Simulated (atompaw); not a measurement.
**u(r) = r·R(r): atom against pseudo-atom (Sc (Z = 21))**

Columns: radius, all-electron u(r) and pseudo u(r) of the 3d shell (level -3.72 eV) of scandium in the configuration [Ne] 3s2 3p6 3d1 4s1.75 4p0.25; LDA (PW92), scalar-relativistic, PAW (atompaw) scheme, atompaw 4.2.0.5.

```tsv
r (bohr)	all-electron	pseudo
0.115	0.0335	0.0004
0.231	0.1463	0.0029
0.346	0.2884	0.0094
0.462	0.4236	0.0217
0.577	0.5330	0.0407
0.692	0.6138	0.0668
0.808	0.6680	0.1002
0.923	0.6990	0.1395
1.038	0.7123	0.1836
1.154	0.7124	0.2312
1.269	0.7029	0.2793
1.385	0.6867	0.3264
1.500	0.6661	0.3695
1.615	0.6426	0.4072
1.731	0.6172	0.4381
1.846	0.5911	0.4607
1.962	0.5646	0.4748
2.077	0.5385	0.4804
2.192	0.5129	0.4782
2.308	0.4878	0.4693
2.423	0.4638	0.4553
2.538	0.4408	0.4376
2.654	0.4184	0.4177
2.769	0.3972	0.3972
2.885	0.3768	0.3768
3.000	0.3575	0.3575
```

**Question.** How many radial nodes do the two functions have?

**Answer.** The all-electron 3d function has n − l − 1 = 0; the pseudo-wave has 0.

**Question.** Where does each function peak?

**Answer.** Outermost all-electron maximum near 1.15 bohr, pseudo maximum near 2.08 bohr (to the table’s step).

**Question.** Is the pseudo-wave norm-conserving?

**Answer.** No, it belongs to a PAW set: the norm inside the radius is not constrained, and the difference is carried by the augmentation charge.
